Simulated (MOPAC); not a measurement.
A run for MOPAC: PM7 on GaH3Se (SMILES [GaH2][SeH]), a point of a bond scan (R = 2.207 Å).

```
PM7 1SCF PRECISE CHARGE=0 THREADS=1
GaH3Se

Ga     0.27485932 1     0.01121965 1    -1.15295017 1
H     -0.80375620 1    -0.57601799 1    -2.11691732 1
H      1.66169621 1     0.60371444 1    -1.55587958 1
Se    -0.30399105 1    -0.02839877 1     1.11359069 1
H      1.58767088 1     0.89927845 1     1.77145763 1
```

Output:

```
*******************************************************************************
 **                                                                           **
 **                              MOPAC v23.2.5                                **
 **                                                                           **
 *******************************************************************************
 ** MOPAC's Digital Object Identifier: https://doi.org/10.5281/zenodo.6511958 **
 **                                                                           **
 ** Please cite the open-source release paper for use of this MOPAC version:  **
 ** J. E. Moussa and J. J. P. Stewart (2026)                                  **
 ** MOPAC: An open-source semiempirical molecular orbital program             **
 ** J. Open Source Softw., 11(119), 8025, https://doi.org/10.21105/joss.08025 **
 *******************************************************************************

                              PM7 CALCULATION RESULTS

 *******************************************************************************
 *  PM7        - The PM7 Hamiltonian to be used
 *
 *
 *
 *                 CHARGE ON SYSTEM = 0
 *
 *
 *
 *  PRECISE    - TIGHTER CRITERIA TO BE USED
 *  1SCF       - DO 1 SCF AND THEN STOP
 *  THREADS=1  - MULTI-THREADING NOT USED
 *  T=         - A TIME OF 172800.0 SECONDS REQUESTED
 *  DUMP=N     - RESTART FILE WRITTEN EVERY 7200.0 SECONDS REQUESTED
 *******************************************************************************
PM7 1SCF PRECISE CHARGE=0 THREADS=1
 GaH3Se

   ATOM   CHEMICAL          X               Y               Z
  NUMBER   SYMBOL      (ANGSTROMS)     (ANGSTROMS)     (ANGSTROMS)

     1      Ga          0.27485932  *   0.01121965  *  -1.15295017  *
     2       H         -0.80375620  *  -0.57601799  *  -2.11691732  *
     3       H          1.66169621  *   0.60371444  *  -1.55587958  *
     4      Se         -0.30399105  *  -0.02839877  *   1.11359069  *
     5       H          1.58767088  *   0.89927845  *   1.77145763  *



          CARTESIAN COORDINATES

    NO.       ATOM           X           Y           Z

     1        Ga          0.2749      0.0112     -1.1530
     2         H         -0.8038     -0.5760     -2.1169
     3         H          1.6617      0.6037     -1.5559
     4        Se         -0.3040     -0.0284      1.1136
     5         H          1.5877      0.8993      1.7715

 General Reference for PM7:
 "Optimization of Parameters for Semiempirical Methods VI: More Modifications to the
 NDDO Approximations and Re-optimization of Parameters", J. J. P. Stewart, J. Mol. Mod., 1:32, 19 (2013)
 https://link.springer.com/article/10.1007/s00894-012-1667-x

           Empirical Formula: H3 Ga Se  =     5 atoms



      MOLECULAR POINT GROUP   :   Cs


      RHF CALCULATION, NO. OF DOUBLY OCCUPIED LEVELS = 6


 -------------------------------------------------------------------------------
 PM7 1SCF PRECISE CHARGE=0 THREADS=1
 GaH3Se



     1SCF WAS SPECIFIED, SO BFGS WAS NOT USED
     SCF FIELD WAS ACHIEVED


                              PM7 CALCULATION
                                                       MOPAC v23.2.5 Linux




          FINAL HEAT OF FORMATION =        209.62924 KCAL/MOL =     877.08874 KJ/MOL


          COSMO AREA              =        104.27 SQUARE ANGSTROMS
          COSMO VOLUME            =         88.56 CUBIC ANGSTROMS

          IONIZATION POTENTIAL    =          8.180914 EV
          HOMO LUMO ENERGIES (EV) =         -8.181 -0.881
          NO. OF FILLED LEVELS    =          6
          MOLECULAR WEIGHT        =        151.7187         POINT GROUP:  Cs

          MOLECULAR DIMENSIONS (Angstroms)

            Atom       Atom       Distance
            H     5    H     2     4.79738
           Se     4    H     3     3.22655
            H     2    H     3     0.00000


          SCF CALCULATIONS        =          1





   ATOM   CHEMICAL          X               Y               Z
  NUMBER   SYMBOL      (ANGSTROMS)     (ANGSTROMS)     (ANGSTROMS)

     1      Ga          0.27485932  *   0.01121965  *  -1.15295017  *
     2       H         -0.80375620  *  -0.57601799  *  -2.11691732  *
     3       H          1.66169621  *   0.60371444  *  -1.55587958  *
     4      Se         -0.30399105  *  -0.02839877  *   1.11359069  *
     5       H          1.58767088  *   0.89927845  *   1.77145763  *

                             CARTESIAN COORDINATES

   1   Ga        0.274859320     0.011219650    -1.152950170
   2    H       -0.803756200    -0.576017990    -2.116917320
   3    H        1.661696210     0.603714440    -1.555879580
   4   Se       -0.303991050    -0.028398770     1.113590690
   5    H        1.587670880     0.899278450     1.771457630


           Empirical Formula: H3 Ga Se  =     5 atoms



      MOLECULAR POINT GROUP   :   Cs


                  EIGENVALUES
 -23.15174 -18.54096 -11.81177  -9.54936  -9.16583  -8.18091  -0.88123   0.19825
   0.38607   2.89740   4.59513


              NET ATOMIC CHARGES AND DIPOLE CONTRIBUTIONS

  ATOM NO.   TYPE          CHARGE      No. of ELECS.   s-Pop       p-Pop
    1         Ga           0.059919        2.9401     1.21647     1.72361
    2          H           0.047242        0.9528     0.95276
    3          H           0.033661        0.9663     0.96634
    4         Se          -0.283945        6.2839     1.97420     4.30974
    5          H           0.143122        0.8569     0.85688
 DIPOLE           X         Y         Z       TOTAL
 POINT-CHG.     1.671     0.627    -1.365     2.247
 HYBRID         0.367     0.145    -0.225     0.454
 SUM            2.038     0.772    -1.590     2.698


          ATOMIC ORBITAL ELECTRON POPULATIONS

     Atom    s        px        py        pz
    1 Ga   1.21647   0.78587   0.20704   0.73070
    2  H   0.95276
    3  H   0.96634
    4 Se   1.97420   1.29139   1.81228   1.20607
    5  H   0.85688

 **********************
 *                    *
 * JOB ENDED NORMALLY *
 *                    *
 **********************




 == MOPAC DONE ==
```

The run finished.

Cost: very roughly 0.03 core-seconds.
